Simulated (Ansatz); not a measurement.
Start from `N=C(F)BS` and change one atom or group to get `N=C(F)Cl`.

Ansatz, PBE0-D4/def2-TZVP geometries, multiplicity 1. Each molecule was computed in one conformer, which needn't be the lowest.

```csv
property,`N=C(F)BS`
HOMO energy (PBE/def2-TZVPP) / eV,-7.32
HOMO–LUMO gap (B3LYP/def2-TZVPP) / eV,5.62
LUMO energy (ωB97M-V/def2-TZVPP) / eV,-0.32
LUMO energy (PBE/def2-TZVPP) / eV,-3.31
HOMO energy (B3LYP/def2-TZVPP) / eV,-8.22
zero-point energy (PBE0-D4/def2-TZVP) / kJ/mol,122.9
```

**Question.** What does the change do to each property? (An estimate is asked.)

**Answer.** Computed: 
| property | `N=C(F)Cl` | shift |
| --- | --- | --- |
| HOMO energy (PBE/def2-TZVPP) / eV | -7.46 | -0.14 |
| HOMO–LUMO gap (B3LYP/def2-TZVPP) / eV | 8.05 | 2.43 |
| LUMO energy (ωB97M-V/def2-TZVPP) / eV | 1.93 | 2.25 |
| LUMO energy (PBE/def2-TZVPP) / eV | -1.54 | 1.77 |
| HOMO energy (B3LYP/def2-TZVPP) / eV | -8.77 | -0.55 |
| zero-point energy (PBE0-D4/def2-TZVP) / kJ/mol | 64.5 | -58.4 |

With PBE0 the HOMO falls by 0.56 eV and the LUMO rises by 1.98 eV, so the gap widens by about 2.54 eV. PBE moves the HOMO by -0.14 eV and ωB97M-V by -0.74 eV. The zero-point energy changes by -58.4 kJ/mol with -9 modes.

B3LYP here is the variant with VWN-RPA as its local correlation; programs differ in this.
